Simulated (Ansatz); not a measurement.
A nudged elastic band was laid between two geometries of a periodic cell of 32 atoms, H₁₁C₂₀O (surface C(100)-2x1, partly H-covered, underside capped with H, adsorbate OH).

Level of theory: DFT PBEsol, scalar-relativistic, plane waves, PAW in Ansatz 0.2.0. Settings: PAW set soft_1, cutoff 420 eV, k mesh 3x3x1, gaussian smearing 0.05 eV, spin collinear.

```
movable images  : 5
climbing image  : yes
spring          : 5.0 eV/Å²
optimiser       : quadratic models (default)
start path      : IDPP
force threshold : 0.05 eV/Å
iteration limit : 46
end points      : relaxed
atoms held      : 1 to 16
```

First end point:

```xyz
32
Lattice="5.0487 0.0000 0.0000 0.0000 5.0487 0.0000 0.0000 0.0000 17.8356" Properties=species:S:1:pos:R:3
H 2.160 0.000 1.000
H 0.365 0.000 1.000
H 4.684 0.000 1.000
H 2.889 0.000 1.000
H 2.160 2.524 1.000
H 0.365 2.524 1.000
H 4.684 2.524 1.000
H 2.889 2.524 1.000
C 1.262 0.000 1.635
C 3.787 0.000 1.635
C 1.262 2.524 1.635
C 3.787 2.524 1.635
C 1.262 1.262 2.527
C 3.787 1.262 2.527
C 1.262 3.787 2.527
C 3.787 3.787 2.527
C 0.001 1.272 3.346
C 2.522 1.268 3.350
C 0.000 3.787 3.483
C 2.525 3.785 3.487
C 0.001 0.077 4.315
C 2.528 0.072 4.332
C 0.004 2.447 4.319
C 2.521 2.444 4.319
C 1.261 0.451 5.142
C 3.792 0.484 5.050
C 1.263 2.083 5.123
C 3.788 2.077 5.127
H 1.270 2.493 6.144
H 3.780 2.492 6.149
O 1.269 4.938 6.429
H 0.336 4.958 6.728
```

Last end point:

```xyz
32
Lattice="5.0487 0.0000 0.0000 0.0000 5.0487 0.0000 0.0000 0.0000 17.8356" Properties=species:S:1:pos:R:3
H 2.160 0.000 1.000
H 0.365 0.000 1.000
H 4.684 0.000 1.000
H 2.889 0.000 1.000
H 2.160 2.524 1.000
H 0.365 2.524 1.000
H 4.684 2.524 1.000
H 2.889 2.524 1.000
C 1.262 0.000 1.635
C 3.787 0.000 1.635
C 1.262 2.524 1.635
C 3.787 2.524 1.635
C 1.262 1.262 2.527
C 3.787 1.262 2.527
C 1.262 3.787 2.527
C 3.787 3.787 2.527
C 0.030 1.269 3.377
C 2.494 1.269 3.377
C -0.027 3.781 3.450
C 2.551 3.781 3.450
C -0.010 0.039 4.334
C 2.534 0.040 4.334
C -0.001 2.479 4.311
C 2.526 2.479 4.311
C 1.262 0.024 5.198
C 3.787 0.481 5.052
C 1.262 2.511 5.142
C 3.787 2.080 5.128
H 1.261 3.365 5.805
H 3.787 2.478 6.154
O 1.263 5.064 6.425
H 1.263 6.816 5.926
```

(1) Which bonds break or form, and what moves?

(2) What energy profile does the band end with?

(3) What is the geometry of the highest image?

Answers

(1) Contacts lost: C25–C27, O31–H32. Contacts made: C27–H32. The atom that moves furthest is H32, by 2.23 Å; four of its nearest neighbours are O31 0.98, C25 1.91, C26 2.38, C21 2.44 Å at the first end and C27 1.08, H29 1.60, O31 1.82, C25 1.89 Å at the last.

(2) It converged. The highest image is number 4 of 0 to 6, 2.66 eV above the first end and 1.45 eV above the last; the last end lies 1.21 eV above the first. Neighbouring images differ by up to 1.8 eV, so the band resolves the path poorly. By the program's own check the climbing image is of a kind that is not told: the force calls were inconclusive, a negative curvature could not be distinguished from the path's own, the only one lies far off the path, or fixed occupations may fill a level only in part (lowest curvatures found: -20.20 and 1.67 eV/Å²). Limits of this set-up: coarse k mesh, thin slab, slab without dipole correction, PAW files made for another functional.

```tsv
image	path coordinate (Å)	energy (eV)	C25–C27 (Å)	O31–H32 (Å)	C27–H32 (Å)
0	0.00	0.00	1.63	0.98	2.86
1	0.60	0.06	1.63	0.97	2.61
2	1.19	0.16	1.63	0.97	2.37
3	1.79	0.89	1.75	0.99	1.90
4	2.38	2.66	2.06	1.32	1.48
5	2.95	1.28	2.38	1.82	1.11
6	3.51	1.21	2.49	1.82	1.08
```

(3) 
```xyz
32
Lattice="5.0487 0.0000 0.0000 0.0000 5.0487 0.0000 0.0000 0.0000 17.8356" Properties=species:S:1:pos:R:3
H 2.160 0.000 1.000
H 0.365 0.000 1.000
H 4.684 0.000 1.000
H 2.889 0.000 1.000
H 2.160 2.524 1.000
H 0.365 2.524 1.000
H 4.684 2.524 1.000
H 2.889 2.524 1.000
C 1.262 0.000 1.635
C 3.787 0.000 1.635
C 1.262 2.524 1.635
C 3.787 2.524 1.635
C 1.262 1.262 2.527
C 3.787 1.262 2.527
C 1.262 3.787 2.527
C 3.787 3.787 2.527
C 0.015 1.268 3.360
C 2.509 1.268 3.360
C -0.013 3.783 3.468
C 2.537 3.784 3.468
C -0.008 0.060 4.323
C 2.533 0.060 4.323
C 0.001 2.457 4.324
C 2.523 2.457 4.324
C 1.262 0.216 5.163
C 3.787 0.478 5.055
C 1.262 2.279 5.139
C 3.787 2.071 5.137
H 1.263 2.856 6.095
H 3.787 2.484 6.159
O 1.263 4.957 6.463
H 1.264 6.229 6.128
```

Time of the run: 20 min on 4 threads of Arm Neoverse V2, on a shared host, peak memory 3.7 GiB.
